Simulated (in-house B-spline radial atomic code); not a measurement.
## The antimony ion Sb²⁶⁺: [Ar] 3d7

Computed with an all-electron radial atomic-structure program (B-spline basis): Dirac-Hartree-Fock, average of configuration, Fermi nucleus of rms radius 4.6802 fm.

Z_r = [3n² - l(l+1)]/(2<r>); Z_e = n√(-2ε); the last column is Slater's effective charge. Values are occupation-weighted means over j. An effective charge above Z reflects the relativistic contraction of the inner shells.

| shell | electrons | ε (eV) | <r> (bohr) | Z_r | Z_e | Slater |
| --- | --- | --- | --- | --- | --- | --- |
| 1s | 2 | -31665 | 0.02841 | 52.79 | 48.24 | 50.70 |
| 2s | 2 | -5732.8 | 0.1215 | 49.36 | 41.05 | 46.85 |
| 2p | 6 | -5248.4 | 0.1065 | 46.97 | 39.28 | 46.85 |
| 3s | 2 | -1843.4 | 0.317 | 42.59 | 34.92 | 39.75 |
| 3p | 6 | -1679.2 | 0.3126 | 39.99 | 33.33 | 39.75 |
| 3d | 7 | -1450.4 | 0.2842 | 36.95 | 30.97 | 30.90 |

The least bound orbital is 3d5/2 at -1446 eV, while the most diffuse is 3s1/2 (<r> = 0.317 bohr against 0.2854 bohr): energy order and size order differ.

Spin-orbit splittings of the orbital energies (j = l + 1/2 above j = l - 1/2 when positive): 2p 254.6 eV, 3p 52.79 eV, 3d 11.2 eV.

For the 1s electron the small component carries 3.52 % of the norm, the zero-frequency Breit interaction raises the level by 72.01 eV, self-energy by 41.05 eV, and vacuum polarisation lowers it by 5.489 eV.

The density falls to 0.001 bohr⁻³ at 0.9737 bohr; Σ<r²> = 1.6875 bohr² gives, by the non-relativistic formula and without the paramagnetism of open shells, a Langevin diamagnetic susceptibility of -1.336×10⁻⁶ cm³/mol.
